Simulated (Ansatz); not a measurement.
Reaction (cleavage of the Si–Ge bond): `[F][GeH2][SiH3]` + `CC(N)O` → `CC(O)N[SiH3]` + `[F][GeH3]`

Computed with Ansatz on PBE0-D4/def2-TZVP structures; ΔE is electronic, products minus reactants. CCSD(T)/CBS adds triple-zeta CCSD(T) − MP2 to the extrapolated MP2 energy (def2 sets, frozen cores). Functionals use def2-TZVPP. For Ge outer-core shells are correlated without core-valence functions, which leaves a few kJ/mol of doubt a bond. Scalar relativity is left out up to krypton. Each species was taken in one conformer, which may not be the lowest.

| level | ΔE (eV) |
| --- | --- |
| PBE-D4 | -0.16 |
| PBE | -0.13 |
| HF/CBS(def2) | -0.46 |
| CCSD/CBS(def2) | -0.33 |

Question: What does CCSD(T)/CBS give? (Estimate.)

Answer: Ansatz gave: -0.32 eV. The listed levels differ from it by 0.16, 0.19, -0.14, -0.01 eV.

Largest T1 diagnostic among the species: 0.012.

In def2-TZVPP, CCSD(T) changes the Hartree–Fock value by +0.11 eV (the triples alone add +0.01 eV) and MP2 by +0.04 eV. From PBE to PBE0 (25 % exact exchange), in def2-TZVPP and without D4, ΔE moves by −0.06 eV. The D4 term adds −0.04 eV with B3LYP and −0.03 eV with PBE0; it sums over pairs of atoms, weighted by their polarisabilities, and B3LYP, whose exchange is more repulsive, gets the larger term.

B3LYP here is the variant with VWN-RPA as its local correlation; programs differ in this.
